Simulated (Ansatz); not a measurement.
A nudged elastic band was laid between two geometries of AlCl2HO + CH4 (10 atoms, charge 0, multiplicity 1).

These are results of RKS PBE/cc-pVDZ (Ansatz 0.2.0), not measurements.

| Property | Result |
| --- | --- |
| movable images | 7 |
| climbing image | yes |
| spring | 5.0 eV/Å² |
| optimiser | quadratic models (default) |
| start path | through a guess of the saddle point |
| force threshold | 0.05 eV/Å |
| iteration limit | 60 |
| end points | relaxed |

Initial state:

```xyz
10
Properties=species:S:1:pos:R:3
Al -0.324 -0.003 -1.349
O 0.968 1.147 -1.540
Cl 0.101 -2.038 -1.774
Cl -2.350 0.640 -1.160
H 0.788 0.264 0.772
C 0.175 -0.368 1.453
H 0.733 2.091 -1.474
H -0.085 0.239 2.341
H -0.778 -0.716 0.996
H 0.770 -1.257 1.734
```

Final state:

```xyz
10
Properties=species:S:1:pos:R:3
Al -0.406 -0.354 -0.590
O 1.054 1.026 -1.014
Cl 0.046 -1.911 -2.012
Cl -1.968 1.027 -1.262
H 1.450 1.426 -0.211
C -0.201 -0.680 1.335
H 0.543 1.755 -1.441
H -0.365 0.235 1.942
H -0.951 -1.428 1.670
H 0.799 -1.096 1.582
```

(1) Which bonds break or form, and what moves?

(2) What energy profile does the band end with?

(3) What is the geometry of the highest image?

## Answers

(1) Bonds broken: H5–C6. Bonds formed: Al1–C6, O2–H5. AlCl2HO + CH4 becomes CH5AlCl2O.

(2) The run converged. The highest image is number 4 of 0 to 8, 100.7 kJ/mol above the first end and 79.1 kJ/mol above the last; the last end lies 21.6 kJ/mol above the first. A vibrational analysis at the climbing image gives 2 clearly imaginary modes (1114i, 70i cm⁻¹): a point of higher order, so a lower path passes nearby. The orbitals stay closed-shell, which can raise the energy where a bond breaks towards radicals; this wasn't checked here.

```
image  path coordinate (Å)  energy (kJ/mol)  H5–C6 (Å)  Al1–C6 (Å)  O2–H5 (Å)
    0                 0.00              0.0       1.11        2.87       2.48
    1                 0.47              0.4       1.11        2.84       2.42
    2                 0.94              7.8       1.12        2.66       2.08
    3                 1.41             45.1       1.16        2.36       1.69
    4                 1.88            100.7       1.46        2.13       1.25
    5                 2.34             61.9       1.90        2.01       1.02
    6                 2.81             34.8       2.33        1.97       0.99
    7                 3.28             24.1       2.76        1.97       0.98
    8                 3.75             21.6       3.09        1.96       0.98
```

(3) 
```xyz
10
Properties=species:S:1:pos:R:3:forces:R:3
Al -0.423 -0.251 -0.905 0.01 -0.01 0.00
O 1.031 0.963 -0.927 0.00 0.00 -0.01
Cl -0.056 -2.090 -1.924 0.00 0.01 0.01
Cl -2.295 0.755 -1.189 0.00 0.00 0.00
H 0.757 0.556 0.219 0.00 0.02 -0.01
C 0.089 -0.337 1.158 0.01 0.00 0.01
H 0.821 1.911 -1.063 0.00 -0.01 0.00
H -0.232 0.449 1.872 0.00 -0.01 0.00
H -0.701 -1.124 1.234 -0.01 0.00 0.00
H 1.011 -0.832 1.524 -0.01 0.00 -0.01
```

Run time: 93 s on 2 threads of Arm Neoverse V2, on a shared host, peak memory 0.17 GiB.
